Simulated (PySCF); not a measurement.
B₂H₄, SMILES BB.

Geometry optimised at B3LYP-D3(BJ)/def2-TZVP.

These are TDDFT-PBE/def2-TZVPD run with PySCF values and carry that method's errors.

Vertical excitations; the highest root listed may be one member of a degenerate set. The molecule is in vacuum. State labels are in the subgroup D2.

```tsv
state	symmetry	energy (eV)	λ (nm)	f	main pairs
S1	B2	4.86	255	0.003	HOMO→LUMO (degenerate set)
S2	B3	4.86	255	0.003	HOMO→LUMO+1 (degenerate set)
S3	B1	6.01	206	0.000	HOMO−2→LUMO+1 50 %, HOMO−1→LUMO 50 %
S4	A	6.12	203	0.000	HOMO−2→LUMO 50 %, HOMO−1→LUMO+1 50 %
S5	A	6.24	199	0.000	HOMO−1→LUMO+1 49 %, HOMO−2→LUMO 49 %
S6	B1	6.86	181	0.307	HOMO−1→LUMO 48 %, HOMO−2→LUMO+1 48 %
S7	A	7.40	167	0.000	HOMO→LUMO+2 99 %
S8	B1	7.80	159	0.171	HOMO→LUMO+3 99 %
S9	B2	8.65	143	0.071	HOMO−2→LUMO+2 (degenerate set)
S10	B3	8.65	143	0.071	HOMO−1→LUMO+2 (degenerate set)
T1	B2	4.06	306	0	HOMO→LUMO (degenerate set)
T2	B3	4.06	306	0	HOMO→LUMO+1 (degenerate set)
T3	B1	5.29	234	0	HOMO−2→LUMO+1 50 %, HOMO−1→LUMO 50 %
T4	A	5.31	234	0	HOMO−2→LUMO 50 %, HOMO−1→LUMO+1 50 %
```
Triplets are in the Tamm–Dancoff approximation, which puts them higher than full response would, so one can lie above its singlet here.
